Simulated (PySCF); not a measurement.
Ca⁺: excitation energy

Ca⁺ [Ar] 4s1 (2S) → Ca⁺ [Ar] 3d1 (2D), as a difference of total energies. Calculation: PySCF 2.14, in ANO-RCC-VTZP; the spin-free X2C one-electron Hamiltonian (Gaussian nucleus). Correlated levels: valence and next inner shell: [Ne] frozen. The calculations carry no spin-orbit coupling.

| method | excitation energy (eV) | error (eV) |
| --- | --- | --- |
| UHF | 2.881 | +1.184 |
| LDA | 2.307 | +0.610 |
| PBE | 2.151 | +0.454 |
| PBE0 | 2.245 | +0.548 |
| r2SCAN | 2.108 | +0.411 |
| B97-3 | 2.190 | +0.493 |
| M06-L | 1.726 | +0.029 |
| r2SCAN0 | 2.240 | +0.543 |
| BHandHLYP | 2.469 | +0.772 |
| MP2 (valence and next inner shell) | 2.985 | +1.288 |
| SCS-MP2 (valence and next inner shell) | 2.968 | +1.271 |

Reference: 1.697 eV (measured; NIST levels, between the centres of gravity of the two terms).

Errors of the correlated levels include the incompleteness of this basis and the frozen core.
